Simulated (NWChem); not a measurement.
F$_{3}$Sc in NWChem

SMILES: [F][Sc]([F])[F]
```xyz
4

Sc     0.0000     0.0000     0.0000
F      0.0000     0.0000     1.8325
F     -1.5870     0.0000    -0.9163
F      1.5870     0.0000    -0.9163
```
Charge 0, spin multiplicity 1.

The numbers come from NWChem runs, not from measurements. All single points use one geometry, from PBE/def2-SVP, a minimum by its harmonic frequencies.

Symmetry labels belong to the abelian group C2v used in the runs, with the axes of the coordinates shown; states degenerate in a higher group split over its labels.

B3LYP has NWChem's definition, with VWN1-RPA local correlation. The structure started from a generated list of species.

Task: List the lowest 6 singlet excitations that TD-B3LYP/def2-SVP, VWN1-RPA local correlation gives, with oscillator strengths.

Result: 
| state | symmetry | energy (eV) | wavelength (nm) | f |
|---|---|---|---|---|
| 1 | b1 | 6.31 | 196 | 0.000 |
| 2 | a1 | 6.39 | 194 | 0.007 |
| 3 | b1 | 6.39 | 194 | 0.007 |
| 4 | b2 | 6.65 | 186 | 0.049 |
| 5 | a2 | 6.84 | 181 | 0.000 |
| 6 | b2 | 6.84 | 181 | 0.000 |
